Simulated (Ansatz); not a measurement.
`[Br][Al]1[O][SiH2]1`. Charge 0, multiplicity 1.

Cartesian coordinates in Å:
```
Br -0.3829 1.1338 -3.2692
Al -0.0415 0.5483 -1.1392
O -0.6011 -0.8503 -0.2783
Si 0.2357 -0.1505 1.0023
H -0.5980 0.2555 2.1654
H 1.3879 -0.9367 1.5190
```

(1) List the harmonic frequencies (cm⁻¹, unscaled) at PBE0-D4/def2-TZVP in Ansatz. (Estimate.)

(2) Is this a minimum?

(3) Give the ideal-gas thermochemistry at 298.15 K and 1 bar (rigid rotor, harmonic oscillator; point group Cs, symmetry number 1).

(4) And at 400, 500, 600, 800 and 1000 K?

Answers

(1) Computed: 107, 123, 265, 427, 521, 642, 661, 796, 867, 983, 2206, 2217.

(2) Yes, all 12 modes are real.

(3) Zero-point energy 58.7 kJ/mol; H(298) − E = 76.0 kJ/mol; entropy 330.3 J/(mol·K), of which translation 171.6, rotation 114.0, vibration 44.7; G(298) − E = -22.5 kJ/mol.

(4) 
```
T (K)  H − E (kJ/mol)  S (J/mol/K)  G − E (kJ/mol)
  400            85.0        356.1           -57.5
  500            94.7        377.7           -94.2
  600           105.0        396.6          -132.9
  800           127.1        428.3          -215.5
 1000           150.4        454.3          -303.8
```
